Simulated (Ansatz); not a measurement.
Relaxation of Cl$_{3}$H$_{5}$InNSi (11 atoms, charge 0, multiplicity 1), to a largest force component of 0.03 eV/Å in at most 50 steps.

Theory: Ansatz, RKS B3LYP-D4/def2-SVP.

```xyz
11
Properties=species:S:1:pos:R:3:forces:R:3
In 0.079 0.276 -0.228 -0.27 -0.38 0.95
Cl -0.670 0.838 2.004 0.20 -0.02 -0.60
Cl 2.372 0.198 -0.672 0.01 0.00 0.00
Cl -1.526 0.108 -1.920 0.00 -0.01 -0.01
N -0.274 -2.479 1.572 -0.30 0.97 -0.01
H -0.921 -3.213 1.289 0.02 0.02 0.01
Si 1.288 -2.947 2.230 0.06 -0.04 0.03
H 1.785 -4.090 1.408 -0.04 0.05 0.03
H 2.209 -1.785 2.108 -0.01 -0.01 0.02
H 1.245 -3.369 3.668 0.00 0.00 -0.08
H -0.786 -1.733 2.083 0.34 -0.59 -0.33
```

Problem. Where does it end, and by what steps?

Solution. The run converged. After 15 steps the energy has fallen by 0.859 eV; Cl4 moved furthest, 1.16 Å. Joined: In1–N5 (3.31 → 2.32 Å).

```tsv
step	energy less start (eV)	largest force component (eV/Å)	accepted
0	0.0000	0.973	yes
1	-0.2160	0.672	yes
2	-0.4208	0.666	yes
3	-0.6330	0.644	yes
4	-0.7380	0.216	yes
5	-0.7734	0.223	yes
6	-0.8033	0.314	yes
7	-0.8320	0.108	yes
8	-0.8353	0.080	yes
9	-0.8457	0.216	yes
10	-0.8516	0.065	yes
11	-0.8552	0.057	yes
12	-0.8571	0.102	yes
13	-0.8576	0.069	yes
14	-0.8584	0.043	yes
15	-0.8588	0.009	yes
```

```xyz
11
Properties=species:S:1:pos:R:3
In 0.022 -0.177 0.137
Cl -0.753 1.496 1.622
Cl 2.347 -0.290 -0.301
Cl -1.466 -0.977 -1.521
N -0.186 -1.964 1.598
H -0.892 -2.554 1.146
Si 1.325 -2.877 2.028
H 1.854 -3.442 0.767
H 2.233 -1.907 2.678
H 0.954 -3.965 2.975
H -0.637 -1.539 2.415
```

Whether the end is a true minimum wasn't checked by a vibrational analysis.

Time of the run: 65 s on 4 threads of Arm Neoverse V1 (shared host), peak memory 0.42 GiB.
